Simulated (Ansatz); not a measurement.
Consider the formal exchange of groups at the Se–B bond: `CB(O)[SeH]` + `CC(C)=N` → `CC(=N)C[SeH]` + `CBO`.

Program: Ansatz. Geometries: PBE0-D4/def2-TZVP. ΔE: electronic, gas phase. CCSD(T)/CBS adds triple-zeta CCSD(T) − MP2 to the extrapolated MP2 energy (def2 sets, frozen cores). DFT in def2-TZVPP. HSE06 is defined as in plane-wave codes. For Se outer-core shells are correlated without core-valence functions, which leaves a few kJ/mol of doubt a bond. Scalar relativity is left out up to krypton. Each species was taken in one conformer, which may not be the lowest.

| level | ΔE (kcal/mol) | difference from CCSD(T)/CBS |
| --- | --- | --- |
| PBE-D4 | 26.6 | 0.2 |
| revPBE-D4 | 26.0 | -0.4 |
| BLYP-D4 | 24.9 | -1.5 |
| r2SCAN-D4 | 27.9 | 1.5 |
| PBE0-D4 | 27.1 | 0.7 |
| HSE06-D4 | 27.1 | 0.7 |
| ωB97M-V | 26.2 | -0.2 |
| B2PLYP | 26.2 | -0.2 |
| PBE | 27.0 | 0.6 |
| r2SCAN | 28.0 | 1.6 |
| r2SCAN0 | 28.2 | 1.8 |
| RPA@PBE/def2-TZVPP | 24.6 | -1.8 |
| HF/def2-SVP | 28.2 | 1.8 |
| CCSD/def2-SVP | 27.6 | 1.2 |
| HF/def2-TZVPP | 26.6 | 0.2 |
| MP2/def2-QZVPP | 26.4 | 0.0 |
| CCSD(T)/CBS | 26.4 | 0 |

What do rigid-rotor, harmonic-oscillator terms from PBE0-D4/def2-TZVP frequencies (298.15 K, 1 bar) make of the CCSD(T)/CBS value? (An estimate is asked.)

The calculation gave: ΔZPE = -0.9 kcal/mol, ΔH = +25.5 kcal/mol, ΔS = -4 J/(mol·K), ΔG = +25.8 kcal/mol. Modes under 50 cm⁻¹ make the entropy rough.

Largest T1 diagnostic among the species: 0.012.

At CCSD(T), def2-SVP lies +1.1 kcal/mol from the extrapolated value and def2-TZVPP −0.4 kcal/mol. Leaving LDA and LC-ωPBE aside and taking each functional with its dispersion term where it has one, the values, not all of them listed here, spread over 3.1 kcal/mol, from BLYP-D4 to r2SCAN0-D4. LDA lies +1.0 kcal/mol from PBE without D4.
